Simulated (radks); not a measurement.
All-electron atom: Zr37+ in [He] 2s1. Calculated with a radial shooting solver on a logarithmic mesh with Libxc functionals: scalar-relativistic Kohn-Sham, LB94 model potential, spin-polarised, spherical densities, finite nucleus; open shells are filled with parallel spins first (spin-orbit coupling, left out, can overturn this in heavy ions); Fermi nuclear charge, rms radius 4.2694 fm.

Normalised radial functions P(r) = r R(r), r in bohr:

r,1s up,1s down,2s down
0.002688,1.3458,1.3444,0.4775
0.002958,1.4593,1.4578,0.5175
0.003256,1.5807,1.5791,0.5601
0.003585,1.7102,1.7084,0.6055
0.003946,1.8478,1.8459,0.6535
0.004343,1.9936,1.9915,0.7042
0.004781,2.1475,2.1452,0.7575
0.005263,2.3091,2.3068,0.8132
0.005747,2.4638,2.4613,0.8661
0.006326,2.6391,2.6364,0.9256
0.006963,2.8202,2.8173,0.9864
0.007665,3.0061,3.0030,1.0480
0.008437,3.1952,3.1920,1.1095
0.009287,3.3857,3.3823,1.1700
0.01022,3.5754,3.5719,1.2284
0.01125,3.7616,3.7579,1.2832
0.01239,3.9412,3.9374,1.3328
0.01363,4.1107,4.1068,1.3753
0.01501,4.2662,4.2623,1.4085
0.01639,4.3928,4.3888,1.4287
0.01804,4.5091,4.5051,1.4369
0.01986,4.5981,4.5942,1.4279
0.02186,4.6551,4.6514,1.3985
0.02406,4.6754,4.6719,1.3455
0.02649,4.6548,4.6516,1.2657
0.02916,4.5899,4.5871,1.1560
0.03209,4.4781,4.4758,1.0137
0.03533,4.3184,4.3167,0.8369
0.03889,4.1113,4.1102,0.6244
0.04246,3.8817,3.8815,0.3984
0.04674,3.5922,3.5929,0.1192
0.05145,3.2683,3.2699,-0.1906
0.05664,2.9184,2.9210,-0.5254
0.06234,2.5528,2.5564,-0.8772
0.06862,2.1830,2.1874,-1.2356
0.07554,1.8208,1.8257,-1.5877
0.08315,1.4777,1.4827,-1.9191
0.09153,1.1637,1.1685,-2.2141
0.1007,0.8867,0.8909,-2.4569
0.1109,0.6516,0.6550,-2.6331
0.1211,0.4744,0.4770,-2.7260
0.1333,0.3218,0.3236,-2.7453
0.1467,0.2080,0.2092,-2.6771
0.1615,0.1276,0.1283,-2.5255
0.1778,0.0738,0.0742,-2.3016
0.1957,0.0401,0.0403,-2.0222
0.2154,0.0203,0.0204,-1.7087
0.2371,0.0095,0.0095,-1.3845
0.261,0.0041,0.0041,-1.0720
0.2873,0.0016,0.0016,-0.7902
0.3138,0.0006,0.0006,-0.5700
0.3454,0.0002,0.0002,-0.3774
0.3802,0.0001,0.0001,-0.2345
0.4185,0.0000,0.0000,-0.1359
0.4606,0.0000,0.0000,-0.0730
0.5071,0.0000,0.0000,-0.0361

1s up: eigenvalue -21241 eV, 0 radial nodes, <r> = 0.0368 bohr, 90 % of the charge inside 0.0657 bohr. 1s down: eigenvalue -21236 eV, 0 radial nodes, <r> = 0.0368 bohr, 90 % of the charge inside 0.0659 bohr. 2s down (empty): eigenvalue -5158.8 eV, 1 radial node at r = 0.0486 bohr, <r> = 0.150 bohr, 90 % of the charge inside 0.229 bohr.
